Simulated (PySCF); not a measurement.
Compounds:

A. SMILES C#Cc1cc[n+]([O-])c(C)c1
B. `c1(C(C)=O)cpccc1[SiH3]`
C. `c1c2cnn(CC)c2ccc1F`

Spectrum 1. $^{1}$H NMR (400 MHz, computed): δ 9.90 (m, 1H), 9.47 (m, 1H), 8.96 (m, 1H), 4.78 (s, 3H), 2.91 (s, 3H). $^{13}$C{$^{1}$H} NMR (computed): δ 206.4 (C), 169.2 (CH), 165.3 (CH), 152.5 (C), 148.5 (CH), 145.0 (C), 27.4 (CH3).

Spectrum 2. $^{1}$H NMR (400 MHz, computed): δ 8.01 (m, 1H), 7.70 (m, 1H), 7.54 (m, 1H), 7.45 (m, 1H), 4.59 (q, 2H), 1.42 (t, 3H). $^{13}$C{$^{1}$H} NMR (computed): δ 167.2 (C), 139.7 (C), 135.6 (CH), 131.7 (C), 119.7 (CH), 113.0 (CH), 111.3 (CH), 47.2 (CH2), 17.7 (CH3).

Spectrum 3. $^{1}$H NMR (400 MHz, computed): δ 8.36 (d, 1H), 7.62 (s, 1H), 7.47 (d, 1H), 3.03 (s, 1H), 2.52 (s, 3H). $^{13}$C{$^{1}$H} NMR (computed): δ 154.7 (C), 143.7 (CH), 136.5 (CH), 134.4 (CH), 117.9 (C), 91.4 (CH), 86.8 (C), 21.4 (CH3).

[PySCF: PBE0/pcSseg-1 with gauge-including orbitals; GFN2-xTB structure; non-relativistic; one computed conformer; one averaged value for each set of equivalent atoms; no solvent model]

δ = σ(ref) − σ, references computed at the same level: $^{1}$H (σref 31.72) and $^{13}$C (σref 186.93) against TMS. Splittings of carbon signals by F and P are missing where no couplings were computed. Where no couplings were computed, multiplicities follow the n + 1 count of equivalent neighbours, and m marks all less simple cases (inequivalent or close neighbours, rings, F or P nearby). Shifts are as computed. Against solution values, carbons near 30 ppm lie about +3 ppm off and those near 130 ppm about +5 ppm. Of 1211 compounds with measured shifts, 218 miss one by over three times the rms of a fit or turn the order of signals round; such compounds aren't used in these exercises.

Task: Which spectrum belongs to which compound?

Result: 1–B, 2–C, 3–A.

- Spectrum 1 (B): 7 $^{13}$C signals; δC 206.4 is a ketone carbonyl carbon; δC 27.4 is a methyl carbon α to a carbonyl.
- Spectrum 2 (C): 9 $^{13}$C signals; δC 167.2 is an aromatic carbon bearing fluorine; δC 47.2 is an sp3 CH2 bonded to N.
- Spectrum 3 (A): 8 $^{13}$C signals; δC 143.7 is an aromatic CH next to a ring nitrogen; δC 136.5 is an aromatic CH.
